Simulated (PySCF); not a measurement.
# (F3Ge)2NMe

Geometry (Å), atoms numbered from 1 in this order:
```xyz
13

Ge    0.1242    1.7089   -0.3796
F    -1.1854    2.6158    0.2228
F     0.1076    2.0287   -2.0518
F     1.4996    2.4263    0.2858
N     0.0427   -0.0714   -0.1490
C    -0.7975   -0.8938   -1.0501
Ge    0.6432   -0.8635    1.3532
F    -0.5776   -1.8154    2.0685
F     1.8608   -1.9942    0.9947
F     1.2712    0.1558    2.5444
H    -0.8574   -0.4030   -2.0220
H    -1.8029   -1.0225   -0.6444
H    -0.3286   -1.8718   -1.1724
```

Method used: PySCF, GIAO OLYP/def2-SVP magnetisability, rotational g tensor and spin-rotation constants, non-relativistic, gas phase. Geometry: GFN2-xTB.

The calculation is non-relativistic, which matters for the atoms heavier than Zn.

Q: Give the nuclear spin-rotation constants along the inertial axes (H = +C I·J) beside the isotropic shieldings.

A: Rotational constants 1.4067, 0.4718, 0.4368 GHz. A star marks the isotopologue with that one atom substituted, in its own axes.
| atom | isotope | Caa (kHz) | Cbb (kHz) | Ccc (kHz) | mean (kHz) | σ (ppm) |
| --- | --- | --- | --- | --- | --- | --- |
| F2 | 19F | 1.387 | 0.501 | 0.263 | 0.717 | 316.8 |
| F3 | 19F | 0.954 | 0.441 | 0.249 | 0.548 | 343.8 |
| F4 | 19F | 1.510 | 0.244 | 0.356 | 0.704 | 330.8 |
| N5 | 14N | 0.051 | 0.024 | 0.021 | 0.032 | 221.2 |
| F8 | 19F | 1.131 | 0.489 | 0.268 | 0.629 | 328.2 |
| F9 | 19F | 1.139 | 0.511 | 0.241 | 0.630 | 328.9 |
| F10 | 19F | 1.512 | 0.191 | 0.394 | 0.699 | 332.1 |
| H11 | 1H | 0.004 | -0.039 | -0.044 | -0.026 | 28.7 |
| H12 | 1H | -0.139 | -0.047 | 0.009 | -0.059 | 28.7 |
| H13 | 1H | -0.033 | -0.043 | -0.030 | -0.035 | 28.9 |
| Ge1 | 73Ge* | -0.354 | -0.123 | -0.113 | -0.197 | 1549.3 |
| C6 | 13C* | 0.257 | 0.055 | 0.070 | 0.127 | 158.8 |

For the geometry as given, no vibrational averaging.
